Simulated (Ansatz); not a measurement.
`[NH2][InH][SnH2][OH]` + NH₃ → `[NH2][InH][NH2]` + `[OH][SnH3]`  (cleavage of the In–Sn bond)

Program: Ansatz. Geometries: PBE0-D4/def2-TZVP. ΔE: electronic, gas phase. CCSD(T)/CBS is the MP2 limit (def2-TZVPP, def2-QZVPP) plus CCSD(T) − MP2 in def2-TZVPP, frozen cores. This one scheme is used for every species. def2 core potentials past Kr. For In, Sn outer-core shells are correlated without core-valence functions, which leaves a few kJ/mol of doubt a bond. Each species was taken in one conformer, which may not be the lowest.

```
               species  CCSD(T)/CBS(def2) energy (Eh)
`[NH2][InH][SnH2][OH]`                     -537.34737
                   NH₃                      -56.50880
     `[NH2][InH][NH2]`                     -302.23482
          `[OH][SnH3]`                     -291.59405
```

Question: Work out ΔE.

Answer: ΔE = (-302.23482) + (-291.59405) − (-537.34737) − (-56.50880) = 0.02730 Eh = +71.7 kJ/mol.

Question: What do rigid-rotor, harmonic-oscillator terms from PBE0-D4/def2-TZVP frequencies (298.15 K, 1 bar) make of the CCSD(T)/CBS value? (Estimate.)

Answer: Ansatz gave: ΔZPE = -8.5 kJ/mol, ΔH = +59.0 kJ/mol, ΔS = -11 J/(mol·K), ΔG = +62.3 kJ/mol. Modes under 50 cm⁻¹ make the entropy rough.

Largest T1 diagnostic among the species: 0.015.

From BLYP to BHLYP (50 % exact exchange), in def2-TZVPP and without D4, ΔE moves by −4.4 kJ/mol. Leaving LDA and LC-ωPBE aside and taking each functional with its dispersion term where it has one, the values, not all of them listed here, spread over 16.2 kJ/mol, from B97M-V to PBE-D4. LDA lies −3.2 kJ/mol from PBE without D4.
